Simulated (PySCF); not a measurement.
# How the method changes the shape and vibrations of ClH3NOSi

All numbers below are calculated, not measured. They come from PySCF 2.14.0, an open-source quantum chemistry program, on an isolated molecule that a program drew, which may never have been made. The molecule is ClH3NOSi (charge 0, doublet), drawn as the SMILES string `N[Si](O)Cl`.

The geometry was optimised and harmonic frequencies were computed with HF and MP2, all in the cc-pV(D+d)Z basis, for the commonest isotopes, with a restricted reference for singlets and an unrestricted one otherwise, and a frozen core in MP2. Each result is a local minimum of its method.

Geometry at the HF minimum:
```xyz
7
ClH3NOSi, angstrom
N    -0.7354    0.4808   -0.2532
Si    0.0722    0.0821    1.1957
O     1.6898    0.2134    0.9555
Cl   -0.3125    1.3692    2.7863
H    -1.7216    0.3114   -0.3242
H    -0.4911    1.3334   -0.7276
H     2.0555   -0.2357    0.2067
```

Lengths of the bonds as drawn, in Å (atoms numbered as above):
```
   bond     HF    MP2
 N1-Si2  1.706  1.726
 Si2-O3  1.641  1.666
Si2-Cl4  2.082  2.079
  N1-H5  1.003  1.019
  N1-H6  1.006  1.022
  O3-H7  0.947  0.968
```

Rotational constants, in GHz:
```
constant,HF,MP2
A,6.982,6.84
B,3.378,3.361
C,2.457,2.431
```

Harmonic frequencies in cm^-1, each column in rising order, so a row needn't be the same motion in every method:
```
rank,HF,MP2
1,196,189
2,221,211
3,238,231
4,315,299
5,377,?
6,489,491
7,540,538
8,830,789
9,875,850
10,911,881
11,959,916
12,1683,1557
13,3747,3554
14,3849,3670
15,4158,3869
```

**Estimate the missing MP2 frequency from the HF column.**

A single factor s that minimises the squared misfit of MP2 against s times HF over the other rows is sum(HF x MP2) / sum(HF^2) = 0.9441, with an rms misfit of 25 cm^-1. For rank 5 it gives 0.9441 x 377 = 356 cm^-1. The calculation gives 369 cm^-1, 13 cm^-1 above the estimate. The drawn bonds are on average 1.3 % longer in MP2 than in HF.
